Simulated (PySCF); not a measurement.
(3E)-2-fluoropenta-1,3-diene (C5H7F), SMILES C/C=C/C(=C)F. Geometry optimised at PBE0-D3(BJ)/def2-SVP. One conformer was computed; it need not be the lowest.

All values below come from PBE0-D3(BJ)/def2-SVP in PySCF.

Harmonic wavenumbers (cm⁻¹): 130, 181, 194, 218, 377, 428, 595, 613, 732, 835, 864, 883, 958, 985, 998, 1053, 1136, 1272, 1312, 1378, 1390, 1397, 1446, 1457, 1717, 1775, 3043, 3118, 3157, 3190, 3196, 3201, 3314. Rotational constants (GHz): 9.228, 1.921, 1.606; symmetry number 1.

Work out the zero-point energy and the ideal-gas rigid-rotor harmonic-oscillator thermochemistry at 298.15 K and 1 atm.

ZPE = ½ Σ hcν = ½ × 46543 cm⁻¹ = 278.39 kJ/mol. H − E(el) = 298.35 kJ/mol. Entropy in J/(mol K): translation 164.31, rotation 112.24, vibration 56.84, total 333.40. G − E(el) = 198.95 kJ/mol. Cp = 106.54 J/(mol K). Modes under 150 cm⁻¹ make the vibrational entropy uncertain.
